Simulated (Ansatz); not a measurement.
The cluster B4F⁻. The state is a singlet with charge -1. Geometry PBE-D4/def2-SVPD, basis def2-TZVPD, Ansatz.

Cartesian coordinates in Å:
```
B 0.360 2.786 -1.331
B -0.163 -1.434 0.662
B 0.016 -0.069 0.005
B 0.109 1.336 -0.569
F -0.321 -2.618 1.234
```

```tsv
run	HOMO (eV)	LUMO (eV)
A	-0.02	1.13
B	0.29	0.97
C	0.07	1.06
D	-0.52	1.30
E	-0.93	1.65
```

HSE06 is defined as in plane-wave codes, on full-range PBE exchange. Another isomer (singlet) lies 2.32 eV lower at PBE0-D4/def2-TZVPD; other spin states weren't run for this one.

Question: The runs used B97M-V, HSE06, PBE, PBE0, r2SCAN. Estimate which is which.

Answer: A B97M-V (0 % exact exchange); B PBE (0 % exact exchange); C r2SCAN (0 % exact exchange); D HSE06 (range-separated); E PBE0 (25 % exact exchange). Exact exchange lowers occupied and raises empty levels; among semilocal functionals meta-GGAs tend to open the gap a little, and such runs are hard to tell apart. The gap grows from 0.68 eV (PBE) to 2.59 eV (PBE0). The restricted singlet is unstable towards broken spin symmetry in Hartree–Fock (as tested in another run); at B97M-V/def2-TZVPD, PBE-D4/def2-TZVPD, r2SCAN-D4/def2-TZVPD, HSE06-D4/def2-TZVPD and others this wasn't settled. At PBE-D4/def2-TZVPD, r2SCAN-D4/def2-TZVPD the highest occupied level of the charge -1 singlet lies above zero (up to 0.29 eV). The electron is either unbound and held by the finite basis, or the level is raised by self-interaction error.
